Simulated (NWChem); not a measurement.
System: C$_{3}$H$_{7}$O, doublet; SMILES CC(C)[O]

NWChem printed, in part:

```
             Northwest Computational Chemistry Package (NWChem) 7.3.0
             --------------------------------------------------------

                             Geometry "geometry" -> ""
                             -------------------------

 Output coordinates in angstroms (scale by  1.889725989 to convert to a.u.)

  No.       Tag          Charge          X              Y              Z
 ---- ---------------- ---------- -------------- -------------- --------------
    1 C                    6.0000    -0.62894700     0.08446200     1.28035700
    2 C                    6.0000     0.11576500    -0.29335200     0.00000000
    3 C                    6.0000    -0.62894700     0.08446200    -1.28035700
    4 O                    8.0000     1.41222200     0.11083400     0.00000000
    5 H                    1.0000    -0.78080900     1.17451600     1.31944700
    6 H                    1.0000    -1.61614800    -0.39908000     1.32869100
    7 H                    1.0000    -0.04276700    -0.21262300     2.16140300
    8 H                    1.0000     0.23445500    -1.40922400     0.00000000
    9 H                    1.0000    -0.78080900     1.17451600    -1.31944700
   10 H                    1.0000    -1.61614800    -0.39908000    -1.32869100
   11 H                    1.0000    -0.04276700    -0.21262300    -2.16140300

 Effective nuclear repulsion energy (a.u.)     125.7108058682

                                 NWChem DFT Module
                                 -----------------

 Summary of "ao basis" -> "ao basis" (spherical)
 ------------------------------------------------------------------------------
       Tag                 Description            Shells   Functions and Types
 ---------------- ------------------------------  ------  ---------------------
 C                          6-31+g*                  8       18   4s3p1d
 O                          6-31+g*                  8       18   4s3p1d
 H                          6-31+g*                  2        2   2s

 in cosmo_initialize ...
 calling solv_data for solv:h2o

 solvent parameters
 solvname_short: h2o
 solvname_long:  water
 dielec:       78.4000
 dielecinf:     1.7769
 aqueous SMD model solvent descriptors
 dielec:       78.4000
 sola:          0.8200

          ---------------
          -cosmo- solvent
          ---------------
 Cosmo: York-Karplus, doi: 10.1021/jp992097l
 dielectric constant -eps-     =  78.40
 screen = (eps-1)/(eps    )    =   0.98724
 surface charge correction     = lagrangian

   van der Waals surface
 --------------------------

 ---------- ATOMIC COORDINATES (A.U.) ------------ VDWR(ANG.) --
     1   -1.18853749    0.15961004    2.41952390     1.850
     2    0.21876413   -0.55435490    0.00000000     1.850
     3   -1.18853749    0.15961004   -2.41952390     1.850
     4    2.66871262    0.20944589    0.00000000     1.520
     5   -1.47551506    2.21951341    2.49339329     1.200
     6   -3.05407688   -0.75415185    2.51086191     1.200
     7   -0.08081791   -0.40179921    4.08445942     1.200
     8    0.44305571   -2.66304722    0.00000000     1.200
     9   -1.47551506    2.21951341   -2.49339329     1.200
    10   -3.05407688   -0.75415185   -2.51086191     1.200
    11   -0.08081791   -0.40179921   -4.08445942     1.200
 number of segments per atom =        128
 number of   points per atom =        128
 atom (   nspa,  nppa )
 ----------------------
    1 (     57,     0 )       0
    2 (     22,     0 )       0
    3 (     57,     0 )       0
    4 (     80,     0 )       0
    5 (     55,     0 )       0
    6 (     54,     0 )       0
    7 (     55,     0 )       0
    8 (     56,     0 )       0
    9 (     55,     0 )       0
   10 (     54,     0 )       0
   11 (     55,     0 )       0
 number of -cosmo- surface points =      600
 molecular surface =     97.837 angstrom**2
 molecular volume  =     71.632 angstrom**3
 -lineq- algorithm             =   0
 -bem- low  level              =   3
 -bem- from -octahedral-
 gaussian surface charge width =   4.50000
 degree of switching           =   1.00000
 switching function tolerance  =   0.00010
 atomic radii =
 --------------
    1  6.000  1.850
    2  6.000  1.850
    3  6.000  1.850
    4  8.000  1.520
    5  1.000  1.200
    6  1.000  1.200
    7  1.000  1.200
    8  1.000  1.200
    9  1.000  1.200
   10  1.000  1.200
   11  1.000  1.200
 ...... end of -cosmo- initialization ......

[...]

                                COSMO-SMD solvation results
                                ---------------------------

             internal energy in gas <Psi(g)|H|Psi(g)> =      -193.464065282796
         internal energy in solvent <Psi(s)|H|Psi(s)> =      -193.461631618917
                               delta internal energy  =         0.002433663878 (    1.53 kcal/mol)
   total free energy in solvent <Psi(s)|H+V/2|Psi(s)> =      -193.473154315340
 polarization energy contribution <Psi(s)|V/2|Psi(s)> =        -0.011522696423 (   -7.23 kcal/mol)
    total free energy in solvent including G(SMD-CDS) =      -193.468959963274
                       G(SMD-CDS) energy contribution =         0.004194352066 (    2.63 kcal/mol)
     1 M fixed-concentration free energy of solvation =        -0.004894680479 (   -3.07 kcal/mol)

                    DFT Final Alpha Molecular Orbital Analysis
                    ------------------------------------------

 Vector   15  Occ=1.000000D+00  E=-3.782217D-01
              MO Center= -3.0D-01, -5.5D-02,  4.1D-08, r^2= 3.7D+00
   Bfn.  Coefficient  Atom+Function         Bfn.  Coefficient  Atom+Function
  ----- ------------  ---------------      ----- ------------  ---------------
     5      0.255345   1 C  pz               41      0.255345   3 C  pz
    77      0.203784   7 H  s                85     -0.203784  11 H  s
    59     -0.200760   4 O  pz                3      0.174169   1 C  px
    39     -0.174169   3 C  px               23     -0.166975   2 C  pz
    78      0.155763   7 H  s                86     -0.155763  11 H  s

 Vector   16  Occ=1.000000D+00  E=-3.294874D-01
              MO Center=  3.0D-01, -1.9D-01, -1.7D-07, r^2= 2.5D+00
   Bfn.  Coefficient  Atom+Function         Bfn.  Coefficient  Atom+Function
  ----- ------------  ---------------      ----- ------------  ---------------
    58      0.393823   4 O  py               22     -0.284932   2 C  py
    62      0.268977   4 O  py               79      0.251616   8 H  s
    80      0.243207   8 H  s                 4      0.144575   1 C  py
    40      0.144575   3 C  py               26     -0.140033   2 C  py
    28      0.137453   2 C  s                74      0.116077   5 H  s

 Vector   17  Occ=1.000000D+00  E=-3.081174D-01
              MO Center=  6.6D-01,  3.5D-02,  2.2D-07, r^2= 2.2D+00
   Bfn.  Coefficient  Atom+Function         Bfn.  Coefficient  Atom+Function
  ----- ------------  ---------------      ----- ------------  ---------------
    59      0.533603   4 O  pz               63      0.368984   4 O  pz
    23     -0.236214   2 C  pz                5      0.193405   1 C  pz
    41      0.193405   3 C  pz                3     -0.133174   1 C  px
    39      0.133174   3 C  px                9      0.116270   1 C  pz
    45      0.116270   3 C  pz                6     -0.106439   1 C  s

 Vector   18  Occ=0.000000D+00  E= 2.134325D-02
              MO Center= -6.2D-02, -6.1D-01, -2.5D-07, r^2= 1.1D+01
   Bfn.  Coefficient  Atom+Function         Bfn.  Coefficient  Atom+Function
  ----- ------------  ---------------      ----- ------------  ---------------
    10      1.915625   1 C  s                46      1.915623   3 C  s
    28     -1.627966   2 C  s                29      1.398337   2 C  px
    64     -0.830078   4 O  s                30     -0.406206   2 C  py
     6     -0.285397   1 C  s                42     -0.285397   3 C  s
    13     -0.246339   1 C  pz               49      0.246339   3 C  pz

 Vector   19  Occ=0.000000D+00  E= 4.319749D-02
              MO Center= -7.2D-01,  8.8D-02,  1.8D-06, r^2= 1.5D+01
   Bfn.  Coefficient  Atom+Function         Bfn.  Coefficient  Atom+Function
  ----- ------------  ---------------      ----- ------------  ---------------
    10      5.262274   1 C  s                46     -5.262270   3 C  s
    31     -3.313628   2 C  pz               13     -1.961275   1 C  pz
    49     -1.961274   3 C  pz               11      0.928621   1 C  px
    47     -0.928620   3 C  px               12     -0.487315   1 C  py
    48      0.487314   3 C  py                6      0.297703   1 C  s

 Vector   20  Occ=0.000000D+00  E= 4.489270D-02
              MO Center= -5.7D-01,  2.2D-01, -1.7D-06, r^2= 1.2D+01
   Bfn.  Coefficient  Atom+Function         Bfn.  Coefficient  Atom+Function
  ----- ------------  ---------------      ----- ------------  ---------------
    28      6.135582   2 C  s                10     -2.809007   1 C  s
    46     -2.809012   3 C  s                29     -1.480351   2 C  px
    13      1.132599   1 C  pz               49     -1.132601   3 C  pz
    30      0.917243   2 C  py               12      0.570235   1 C  py
    48      0.570236   3 C  py               11     -0.550964   1 C  px

                     DFT Final Beta Molecular Orbital Analysis
                     -----------------------------------------

 Vector   14  Occ=1.000000D+00  E=-3.757420D-01
              MO Center= -3.0D-01, -5.7D-02, -1.2D-07, r^2= 3.7D+00
   Bfn.  Coefficient  Atom+Function         Bfn.  Coefficient  Atom+Function
  ----- ------------  ---------------      ----- ------------  ---------------
     5      0.269282   1 C  pz               41      0.269282   3 C  pz
    77      0.205511   7 H  s                85     -0.205511  11 H  s
    23     -0.195381   2 C  pz               59     -0.175708   4 O  pz
    78      0.158421   7 H  s                86     -0.158421  11 H  s
     3      0.155252   1 C  px               39     -0.155252   3 C  px

[...]
```

Level: PBE0/6-31+G* (spherical d), spin-unrestricted, SMD on the gas-phase geometry. In the optimisation the excess spin sits in a' (Cs, its own frame). Structure relaxed at the PBE0/def2-SVP, spin-unrestricted level. No stability test was run on the SCF state. Solvent: water.

Q: Reconstruct the input file.

A: Several could match; the one computed here: the input that was run:
```
start job
memory heap 200 mb stack 900 mb global 1100 mb
geometry units angstroms noautosym nocenter noautoz
  C     -0.628947     0.084462     1.280357
  C      0.115765    -0.293352     0.000000
  C     -0.628947     0.084462    -1.280357
  O      1.412222     0.110834     0.000000
  H     -0.780809     1.174516     1.319447
  H     -1.616148    -0.399080     1.328691
  H     -0.042767    -0.212623     2.161403
  H      0.234455    -1.409224     0.000000
  H     -0.780809     1.174516    -1.319447
  H     -1.616148    -0.399080    -1.328691
  H     -0.042767    -0.212623    -2.161403
end
basis spherical
  * library 6-31+g*
end
dft
  odft
  mult 2
  xc pbe0
  iterations 150
end
cosmo
  do_cosmo_smd true
  solvent water
end
task dft energy
```
